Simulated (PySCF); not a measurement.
Gas-phase reaction: 2 InHCl2 ⇌ InH2Cl + InCl + Cl2

Method: PySCF energies plus ideal-gas RRHO corrections (1 bar). † marks an energy on the PBE0/def2-TZVP geometry and frequencies. MP2 freezes the core. All species are closed-shell singlets. In: scalar-relativistic def2 core potential, no spin-orbit coupling. InHCl2, InH2Cl: computed as isolated molecules; such fragments, hydroxides, amides, oligomers or adducts are transient or little studied in the gas. MP2 isn't extrapolated to the basis-set limit; its ΔH°(298 K) is 373.7 kJ in def2-SVP and 330.1 kJ in def2-TZVPP. The harmonic model lacks anharmonicity and excited electronic states, which grow with temperature; levels with a mode under 35 cm⁻¹ are left out. Soft modes under 120 cm⁻¹ make the harmonic entropy rough for InHCl2.

```tsv
level	ΔE electronic, kJ	ΔH°(298 K), kJ	ΔS°(298 K), J/K	ΔG°(2500 K), kJ
BLYP/def2-TZVP†	255	252	120	-24
HF/def2-TZVP†	346	343	120	67
M06-2X/def2-TZVP†	335	332	120	56
MP2/def2-TZVPP†	333	330	120	55
PBE/def2-TZVP†	284	281	120	6
ωB97M-V/def2-TZVP†	322	320	120	44
ωB97X-V/def2-TZVP†	333	331	120	55
```
ΔH° is lowest at BLYP/def2-TZVP† and highest at HF/def2-TZVP†. No reference value is set beside these.
